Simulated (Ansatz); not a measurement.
Reaction (isomerisation): `C[CH2][Ge][NH2]` → `C=C[NH][GeH3]`

Isolated molecules relaxed with PBE0-D4/def2-TZVP in Ansatz; ΔE leaves out vibrations. CCSD(T)/CBS adds triple-zeta CCSD(T) − MP2 to the extrapolated MP2 energy (def2 sets, frozen cores). Functionals use def2-TZVPP. B3LYP here is the variant with VWN-RPA as its local correlation; programs differ in this. For Ge outer-core shells are correlated without core-valence functions, which leaves a few kJ/mol of doubt a bond. Scalar relativity is left out up to krypton. Each species was taken in one conformer, which may not be the lowest.

`C[CH2][Ge][NH2]`:

Cartesian coordinates in Å:
```
C -0.565 -0.010 1.369
C 0.409 -0.730 0.438
Ge 1.477 0.610 -0.611
N 0.297 0.741 -1.989
H -1.299 0.575 0.808
H -1.120 -0.709 2.002
H -0.047 0.684 2.040
H -0.127 -1.400 -0.243
H 1.098 -1.348 1.022
H -0.555 0.208 -2.079
H 0.432 1.380 -2.756
```

`C=C[NH][GeH3]`:

```xyz
11

C     1.165    0.713   -1.699
C     0.265    0.091   -0.935
N     0.374   -0.191    0.410
Ge   -1.076   -0.530    1.492
H     2.094    1.098   -1.293
H     0.988    0.833   -2.758
H    -0.654   -0.277   -1.388
H     1.210    0.169    0.845
H    -1.874    0.749    1.821
H    -0.520   -1.146    2.782
H    -1.972   -1.510    0.723
```

```tsv
level	ΔE (eV)
LDA (SPW92)	0.82
BLYP-D4	0.97
PBE0	0.88
B3LYP	0.89
BHLYP	0.82
LC-ωPBE	0.80
CCSD(T)/def2-TZVPP	0.82
MP2/def2-QZVPP	0.93
```

Task: What does CCSD(T)/CBS give? (An estimate is asked.)

Result: Computed: +0.96 eV. The listed levels differ from it by -0.14, 0.01, -0.08, -0.07, -0.14, -0.16, -0.14, -0.03 eV.

Largest T1 diagnostic among the species: 0.013.

From PBE to PBE0 (25 % exact exchange), in def2-TZVPP and without D4, ΔE moves by −0.04 eV. At CCSD(T), def2-SVP lies −0.25 eV from the extrapolated value and def2-TZVPP −0.13 eV. Leaving LDA and LC-ωPBE aside and taking each functional with its dispersion term where it has one, the values, not all of them listed here, spread over 0.28 eV, from B97M-V to BLYP-D4. LDA lies −0.10 eV from PBE without D4.
